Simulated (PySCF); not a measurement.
**Spinor energies of Co³⁺ (cobalt, charge +3)**

Start: [Ar] 3d5 4s1; 3d5/2 filled at m_j = -3/2, -1/2, +1/2, +3/2, +5/2; 4s1/2 filled at m_j = +1/2. Calculated with PySCF 2.14 in x2c-SVPall-2c with one added diffuse shell each of s, d type (6s5p4d1f, 48 functions): generalised Hartree-Fock with the X2C-1e Hamiltonian and a Gaussian nucleus; one run each with spin-orbit coupling (SO) switched off, then screened by Boettger's factors. This is a chosen level, not necessarily the ground level.

```tsv
spinor shell	electrons	ε, spin-free (eV)	ε, screened SO (eV)	weight of nominal j (screened SO)	rms radius, screened SO (bohr)
1s1/2	2	-7828.6	-7828.6	1.000	0.0649
2s1/2	2	-1020.0	-1019.9	1.000	0.276
2p1/2	2	-877.93	-888.55	0.976	0.247
3s1/2	2	-175.45	-175.44	1.000	0.825
3p1/2	2	-131.08	-131.78	0.663	0.875
3p3/2	4	-131.08	-130.75	0.831	0.878
3d5/2	5	-70.700	-70.698	0.589	0.960
4s1/2	1	-37.987	-37.987	1.000	2.71
```

**Question.** Where does 2p3/2 lie, and what is the 2p spin-orbit splitting (screened SO)?

**Answer.** At -872.71 eV, 15.836 eV above 2p1/2.

```csv
quantity,spin-free,screened SO
E (hartree),-1389.22796,-1389.24639
M_J,3,3
⟨J²⟩,12.000,12.000
⟨L²⟩,0.000,0.002
⟨S²⟩,12.000,11.996
```

Each row is a mean over spinors that exchange with the open shell spreads, by up to 17.420 eV (3p3/2).

Rows whose weight is well below 1 are mixtures of j = l ± 1/2: exchange outweighs spin-orbit coupling there, and the label is only the starting occupation.

Without spin-orbit coupling the j labels of p, d and f shells carry no meaning; the spin-free column gives the mean over the occupied spinors of each nl shell.
